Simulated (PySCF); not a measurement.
Computed shifts of a molecule CH10O2Si3, HF/pcSseg-1 run with PySCF, GIAO, gas phase, atoms alike by connectivity averaged where their shifts nearly agree, in ppm (number of nuclei): ¹³C: 3.0 (1). ²⁹Si: -18.9 (1), -29.3 (1), -90.2 (1). ¹H: 5.12 (1), 5.03 (1), 4.43 (1), 3.55 (3), 2.05 (1), 0.53 (3). References: ¹³C against TMS (σ = 192.6 ppm); ²⁹Si against TMS (σ = 393.8 ppm); ¹⁷O against H2O (σ = 333.0 ppm); ¹H against TMS (σ = 31.99 ppm), references at their B3LYP-D3(BJ)/def2-TZVP geometries, non-relativistic. Geometry optimised at B3LYP-D3(BJ)/def2-SVP. The values are those of a single conformer.

Which molecule gave these data?
(A) OC[SiH2][SiH2][SiH2]O
(B) C[Si@H](O)O[SiH2][SiH3]
(C) CO[SiH2][Si@H](O)[SiH3]
(D) [SiH3]OCO[SiH2][SiH3]

B, C[Si@H](O)O[SiH2][SiH3]
